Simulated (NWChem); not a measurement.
Species: AlHF$_{2}$; SMILES [F][AlH][F]

Computed with NWChem. Pople sets run with spherical d functions. All runs use the structure optimised with PBE0/def2-SVP. B3LYP is NWChem's, with the RPA form of VWN correlation. Static field.

| level | isotropic polarisability (bohr³) | anisotropy (bohr³) |
|---|---|---|
| PBE/6-31+G* | 22.9 | 5.2 |
| B3LYP/6-31+G* | [?] | 5.0 |
| BHandHLYP/6-31+G* | 19.6 | 4.5 |
| LC-BLYP (range parameter 0.33 per bohr)/6-31+G* | 21.8 | 5.2 |

### Question
Complete the blanks.

### Answer

- B3LYP/6-31+G*, isotropic polarisability (bohr³): 21.3
